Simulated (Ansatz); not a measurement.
C2H7InO, SMILES `[CH3][In]([CH3])[OH]` at its PBE0-D4/def2-TZVP geometry, where that method's forces vanish. Charge 0, multiplicity 1. In: def2 effective core potential.

```xyz
11

C     0.7659    1.6276   -0.8885
In    0.0434   -0.0468    0.2467
C    -1.1988   -1.7488   -0.1124
O     0.6777   -0.0869    2.1501
H     1.0110    2.4544   -0.2212
H     0.0232    1.9592   -1.6147
H     1.6691    1.3382   -1.4297
H    -1.3295   -2.2895    0.8246
H    -0.7367   -2.4102   -0.8473
H    -2.1739   -1.4437   -0.4948
H     1.2487    0.6465    2.3872
```

Question: What forces (eV/Å) does PBE-D4/def2-TZVPP give on these atoms in the Gaussian-basis code of Ansatz? (Estimate.)

Answer: The calculation gave: 
```
C1   0.020  0.056 -0.025
In2 -0.077  0.035 -0.295
C3  -0.026 -0.048  0.023
O4  -0.172 -0.429  0.319
H5   0.043  0.150  0.134
H6  -0.150  0.053 -0.134
H7   0.170 -0.068 -0.095
H8  -0.025 -0.104  0.179
H9   0.100 -0.109 -0.135
H10 -0.176  0.075 -0.069
H11  0.292  0.391  0.098
```
